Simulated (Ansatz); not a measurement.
## GaSiH4O (SMILES [SiH3][O][GaH]): the vertical energy of the quartet above the doublet from total energies

GaSiH4O has 7 atoms, charge 0, and is taken as a doublet. SMILES: `[SiH3][O][GaH]`. The shape is that of a PBE0-D4/def2-TZVP optimisation. This is one conformer, not always the lowest.

Both states at this one shape; open shells run unrestricted unless said. 1 Eh = 27.2114 eV.

| level | program | doublet GaSiH4O (Eh) | quartet GaSiH4O (Eh) |
| --- | --- | --- | --- |
| UHF/3-21G | Ansatz | -2278.040081 | -2277.872955 |
| UHF/cc-pVDZ | Ansatz | -2289.370340 | -2289.191054 |

**Question.** Work out the vertical gap, second state less first, at each level.

**Answer.** 
1. UHF/3-21G: -2277.872955 − (-2278.040081) = 0.167126 Eh = 4.55 eV.
2. UHF/cc-pVDZ: -2289.191054 − (-2289.370340) = 0.179286 Eh = 4.88 eV.

No measured value is set beside it here; the levels span 4.55 to 4.88 eV. All-electron rows are non-relativistic unless named.
